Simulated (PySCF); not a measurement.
Geometries of 2 isomers of C4H6F2Si, from PBE0-D3(BJ)/def2-SVP geometry optimisation, gas phase in PySCF. One conformer each, no zero-point energy, no frequencies.

Task: Which isomer lies lower at this level?
A.
```xyz
13
angstrom
C      2.743    0.325    0.428
C      1.685   -0.197   -0.193
F      1.829   -1.069   -1.190
C      0.285    0.098    0.117
F      0.156    0.969    1.121
C     -0.787   -0.414   -0.497
Si    -2.553    0.002   -0.050
H      3.753    0.046    0.126
H      2.595    1.032    1.242
H     -0.569   -1.120   -1.303
H     -2.682    1.437    0.335
H     -3.420   -0.277   -1.233
H     -3.024   -0.844    1.090
```
B.
```xyz
13
angstrom
Si    -0.467    0.424   -0.472
C     -0.725    0.667    1.339
C     -1.442   -0.190    2.076
H     -0.266    1.532    1.835
H     -1.921   -1.068    1.629
H     -1.585   -0.052    3.153
C      1.288    0.262   -1.018
C      1.731   -0.829   -1.654
H      1.995    1.075   -0.808
H      1.064   -1.666   -1.886
H      2.774   -0.933   -1.974
F     -1.160    1.647   -1.278
F     -1.256   -0.921   -0.918
```

Result: B. That is Si(vinyl)2F2 (`C=C[Si](F)(F)C=C`), 84.3 kcal/mol below the other.

```
              SMILES                            atoms numbered as above      E (Eh)  relative (kcal/mol)  relative (kJ/mol)  dipole (D)
    C=C[Si](F)(F)C=C                                                  –  -644.44719                  0.0                0.0        2.41
C=C(F)/C(F)=C/[SiH3]  [CH2:1]=[C:2]([F:3])/[C:4]([F:5])=[CH:6]/[SiH3:7]  -644.31291                 84.3              352.6        0.69
```
